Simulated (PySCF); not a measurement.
# Zn⁺: excitation energy

Zn⁺ [Ar] 3d10 4s1 (2S) → Zn⁺ [Ar] 3d10 4p1 (2P), as a difference of total energies. All numbers are calculated (PySCF 2.14, the non-relativistic Hamiltonian (point nucleus), in def2-TZVPPD (6s6p4d2f1g, 67 functions)). Correlated levels: valence and next inner shell: [Ne] frozen. The calculations carry no spin-orbit coupling.

```csv
method,excitation energy (eV),difference from reference (eV)
UHF,5.454,-0.629
MP2 (valence and next inner shell),5.877,-0.206
SCS-MP2 (valence and next inner shell),5.807,-0.276
CCSD (valence and next inner shell),5.777,-0.306
CCSD(T) (valence and next inner shell),5.788,-0.295
```

Reference: 6.083 eV (measured; NIST levels, between the centres of gravity of the two terms).

These non-relativistic numbers lack the scalar-relativistic shift.

Errors of the correlated levels include the incompleteness of this basis and the frozen core.
